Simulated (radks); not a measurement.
Results of a calculation; reference values are marked as such.
Xe7+, configuration [Kr] 4d10 5s1.

Code: a radial shooting solver on a logarithmic mesh with Libxc functionals. Model: non-relativistic Kohn-Sham, LDA (Slater exchange, Perdew-Wang correlation), spin-unpolarised, spherical densities, point nucleus; relativity is left out, which matters for an element this heavy.

Energy parts (eV):
| part | energy |
|---|---|
| total | -196389.064 |
| kinetic | 196293.102 |
| electron-nucleus | -461765.370 |
| Hartree | 73784.283 |
| exchange-correlation | -4701.080 |

Orbitals (lengths in bohr, moments of r in powers of bohr; r(max) is where P^2 peaks):
| orbital | occ. | eigenvalue (eV) | r(max) |
|---|---|---|---|
| 1s | 2 | -32985.31 | 0.01866 |
| 2s | 2 | -5082.534 | 0.1030 |
| 2p | 6 | -4790.779 | 0.08040 |
| 3s | 2 | -1111.321 | 0.2926 |
| 3p | 6 | -987.5971 | 0.2791 |
| 3d | 10 | -756.6621 | 0.2264 |
| 4s | 2 | -273.1203 | 0.6874 |
| 4p | 6 | -229.0035 | 0.7035 |
| 4d | 10 | -152.7519 | 0.7412 |
| 5s | 1 | -96.8379 | 1.553 |

The highest occupied level is 5s at -96.838 eV. Virial ratio -V/T = 2.00049.
